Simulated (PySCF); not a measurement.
Polarisability and C₆ of Mg (magnesium, neutral)

[Ne] 3s2, closed-shell 1S. All numbers are calculated (PySCF 2.14, scalar relativity by spin-free X2C-1e, in aug-cc-pCVQZ-DK). Coupled (time-dependent) response in atomic units; α is the mean over directions.

| method | mean α (bohr³) | C₆ (like pair) | S(−4) |
| --- | --- | --- | --- |
| UHF | 81.17 | 760.8 | 3534 |
| PBE | 73.80 | 656.5 | 2973 |
| PBE0 | 74.75 | 671.3 | 3016 |
| TPSSh | 77.36 | 716.4 | 3144 |

S(−4) is the Cauchy moment in α(ω) = α(0) + S(−4) ω² + …

Reference α: 71.2 ± 0.4 bohr³ (recommended; Schwerdtfeger and Nagle, table of static dipole polarizabilities (2023 update)). Published C₆: 626.0 (Chu and Dalgarno (2004); Tang, Norbeck and Certain (1976)).

Hartree-Fock lies above the reference because it lacks correlation, which contracts the outer shell.

α(iu) at PBE:

```csv
u (hartree),α(iu) (bohr³)
0,73.80
0.0500,67.07
0.100,52.78
0.200,28.85
0.300,16.68
0.500,7.358
0.750,3.722
1.00,2.325
1.50,1.250
2.00,0.8310
3.00,0.4784
5.00,0.2349
```

A single London oscillator, α(iu) = α/(1 + u²/ω²), gives C₆ = (3/4) ω α². Matching the computed C₆ needs ω = 4 × 656.5 / (3 × 73.80²) = 0.161 hartree.
